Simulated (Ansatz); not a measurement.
One change: `O[SiH](F)[SiH2]S` becomes `O[SiH](F)[SiH2][SiH3]`.

Ansatz, PBE0-D4/def2-TZVP geometries, multiplicity 1. Each molecule was computed in one conformer, which needn't be the lowest.

```json
{"property": "HOMO energy (B3LYP/def2-TZVPP) / eV", "`O[SiH](F)[SiH2]S`": "-7.33"}
{"property": "HOMO energy (ωB97M-V/def2-TZVPP) / eV", "`O[SiH](F)[SiH2]S`": "-9.62"}
{"property": "size of the dipole moment (ωB97M-V/def2-TZVPP) / D", "`O[SiH](F)[SiH2]S`": "1.01"}
{"property": "LUMO energy (B3LYP/def2-TZVPP) / eV", "`O[SiH](F)[SiH2]S`": "-0.98"}
{"property": "LUMO energy (PBE/def2-TZVPP) / eV", "`O[SiH](F)[SiH2]S`": "-1.62"}
{"property": "HOMO–LUMO gap (PBE0/def2-TZVPP) / eV", "`O[SiH](F)[SiH2]S`": "6.74"}
```

Question: What does the change do to each property? (An estimate is asked.)

Answer: The calculation gave: 
| property | `O[SiH](F)[SiH2][SiH3]` | shift |
| --- | --- | --- |
| HOMO energy (B3LYP/def2-TZVPP) / eV | -7.74 | -0.41 |
| HOMO energy (ωB97M-V/def2-TZVPP) / eV | -9.93 | -0.31 |
| size of the dipole moment (ωB97M-V/def2-TZVPP) / D | 1.60 | 0.59 |
| LUMO energy (B3LYP/def2-TZVPP) / eV | -0.70 | 0.28 |
| LUMO energy (PBE/def2-TZVPP) / eV | -1.33 | 0.29 |
| HOMO–LUMO gap (PBE0/def2-TZVPP) / eV | 7.42 | 0.68 |

With PBE0 the HOMO falls by 0.39 eV and the LUMO rises by 0.28 eV, so the gap widens by about 0.67 eV. PBE moves the HOMO by -0.40 eV and ωB97M-V by -0.31 eV. Dipoles are sizes alone; their direction can turn.

B3LYP here is the variant with VWN-RPA as its local correlation; programs differ in this.
